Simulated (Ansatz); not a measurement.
```yaml
crystal:
  periodic: [false, false, false]
  atoms:
    - {symbol: C, position_ang: [-2.305708, -0.707582, 1.101514]}
    - {symbol: Ga, position_ang: [-0.325974, -0.842366, 1.161178]}
    - {symbol: N, position_ang: [0.469391, 1.037966, 0.982505]}
    - {symbol: C, position_ang: [1.698058, 1.131000, 1.808400]}
    - {symbol: C, position_ang: [-0.424038, 2.077034, 1.320241]}
    - {symbol: Ga, position_ang: [0.839745, 0.699932, -1.006338]}
    - {symbol: C, position_ang: [-0.630773, 1.553530, -2.096602]}
    - {symbol: N, position_ang: [0.430389, -1.249508, -0.671426]}
    - {symbol: C, position_ang: [-0.635968, -1.857526, -1.610026]}
    - {symbol: C, position_ang: [1.609394, -2.102384, -0.610131]}
    - {symbol: H, position_ang: [-2.789658, -1.729743, 1.031657]}
    - {symbol: H, position_ang: [-2.648760, -0.109252, 0.320216]}
    - {symbol: H, position_ang: [-2.749980, -0.311188, 2.012156]}
    - {symbol: H, position_ang: [0.506185, -1.638933, 2.198515]}
    - {symbol: H, position_ang: [2.194502, 2.053100, 1.500205]}
    - {symbol: H, position_ang: [1.504698, 1.163211, 2.812802]}
    - {symbol: H, position_ang: [2.383914, 0.286623, 1.591352]}
    - {symbol: H, position_ang: [-0.000250, 3.079712, 0.985271]}
    - {symbol: H, position_ang: [-0.675458, 2.121783, 2.369340]}
    - {symbol: H, position_ang: [-1.332429, 1.964102, 0.683985]}
    - {symbol: H, position_ang: [2.343516, 0.818343, -1.274440]}
    - {symbol: H, position_ang: [-0.472341, 2.696019, -2.141778]}
    - {symbol: H, position_ang: [-0.498281, 1.262362, -3.108170]}
    - {symbol: H, position_ang: [-1.600582, 1.341942, -1.615234]}
    - {symbol: H, position_ang: [-0.183433, -1.921141, -2.665402]}
    - {symbol: H, position_ang: [-0.874666, -2.799152, -1.301603]}
    - {symbol: H, position_ang: [-1.437624, -1.186798, -1.645300]}
    - {symbol: H, position_ang: [2.260204, -1.644686, 0.052474]}
    - {symbol: H, position_ang: [1.355664, -3.116445, -0.287473]}
    - {symbol: H, position_ang: [2.073947, -2.136528, -1.650120]}
basis:
  gaussian: {orbitals: cc-pVTZ-DK}
hamiltonian: {xc: {name: HF}}
correlation: {method: mp2, frozen_orbitals: {C: 9}}
output: {forces: true}
```

```sh
$ ansatz run in.yaml --threads 11 --pin off --events-out ev --progress --plain --max-ram 110592MiB --backend cuda --devices 0, --max-vram 75GiB
```

Shortened log:

```
Functional definition: HF
Error: "frozen_orbitals" has no count for Ga
```

Task: Something in this input is off. What?

Result: Frozen orbitals are typed for one element alone, and the program wants a count for each. The program refused the input.
